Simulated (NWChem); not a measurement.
C2H4ClNOSi; SMILES N#CC[Si@@H](O)Cl

```xyz
10

N      0.1769    -3.3666    -0.2479
C      0.4746    -2.2998     0.1019
C      0.8226    -0.9411     0.4982
Si    -0.2868     0.3370    -0.3508
O     -1.7666     0.1877     0.3581
Cl     0.5515     2.2060     0.0103
H      0.7162    -0.8267     1.5841
H      1.8705    -0.7375     0.2472
H     -0.3260     0.1664    -1.8190
H     -2.5098     0.6891    -0.0062
```
Atoms are numbered in this order, from 1.

Program: NWChem. All runs use the structure optimised with B3LYP/6-31G* (spherical d).

For level PBE/def2-TZVP:

| Item | Result |
|---|---|
| highest occupied level (eV) | -7.63 |
| orbital gap (eV) | 6.64 |

What are these values for level B3LYP/def2-TZVP?


| Item | Result |
|---|---|
| highest occupied level (eV) | -8.72 |
| orbital gap (eV) | 8.32 |
